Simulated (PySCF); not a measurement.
**Bonding in `O=C(CC(F)(F)F)O[SiH3]`**

C3H5F3O2Si.
Numbering: `[O:1]=[C:2]([CH2:3][C:4]([F:5])([F:6])[F:7])[O:8][SiH3:9]` (hydrogens: H10, H11 on C3; H12, H13, H14 on Si9)

Geometry (PBE0-D3(BJ)/def2-SVP, Å), atoms numbered from 1 in this order:
```xyz
14
C3H5F3O2Si angstrom
O      0.5158   -1.8677   -0.3123
C      0.0722   -0.7936    0.0005
C     -1.4054   -0.5193    0.1400
C     -1.8636    0.8605   -0.2701
F     -1.4147    1.1815   -1.4868
F     -3.1996    0.9005   -0.3105
F     -1.4620    1.8041    0.5769
O      0.8443    0.2491    0.2910
Si     2.5514    0.0368    0.1699
H     -1.9457   -1.2641   -0.4572
H     -1.6871   -0.6684    1.1942
H      3.0744    1.3815    0.5193
H      2.9969   -0.9796    1.1573
H      2.9152   -0.3364   -1.2206
```

Bond orders from the PBE0/pcSseg-1 density (PySCF). The structure is a single PBE0-D3(BJ)/def2-SVP conformer in the gas phase; no vibrational or solvent corrections.

Task: How far do the computed orders between heavy atoms stray from the drawn ones?

Result: The largest departure is 0.218, at O8–Si9 (drawn single, 0.782). Drawn single, order below 0.88: O8–Si9 (0.782).

Task: Set the Mayer orders of the bonds beside their lengths.

Result: 
| bond | drawn as | length (Å) | Mayer order |
| --- | --- | --- | --- |
| O1–C2 | double | 1.203 | 1.935 |
| C2–C3 | single | 1.509 | 0.953 |
| C3–C4 | single | 1.511 | 1.012 |
| C4–F5 | single | 1.336 | 1.013 |
| C4–F6 | single | 1.337 | 0.997 |
| C4–F7 | single | 1.330 | 1.018 |
| C2–O8 | single | 1.330 | 1.107 |
| O8–Si9 | single | 1.724 | 0.782 |
| C3–H10 | single | 1.097 | 0.931 |
| C3–H11 | single | 1.101 | 0.908 |
| Si9–H12 | single | 1.484 | 0.938 |
| Si9–H13 | single | 1.485 | 0.937 |
| Si9–H14 | single | 1.485 | 0.938 |

By pair of heavy elements: C–O: lowest C2–O8 (1.107, 1.330 Å), highest O1–C2 (1.935, 1.203 Å). C–C: lowest C2–C3 (0.953, 1.509 Å), highest C3–C4 (1.012, 1.511 Å). C–F: lowest C4–F6 (0.997, 1.337 Å), highest C4–F7 (1.018, 1.330 Å).

Task: Sum the orders of all bonds at each heavy atom with more than one neighbour and set the sums beside the valence in the SMILES.

Result: C2 3.995 (drawn 4), C3 3.804 (drawn 4), C4 4.040 (drawn 4), O8 1.889 (drawn 2), Si9 3.595 (drawn 4). Orders between atoms that aren't bonded are not in these sums.

Mayer orders depend on the basis set.
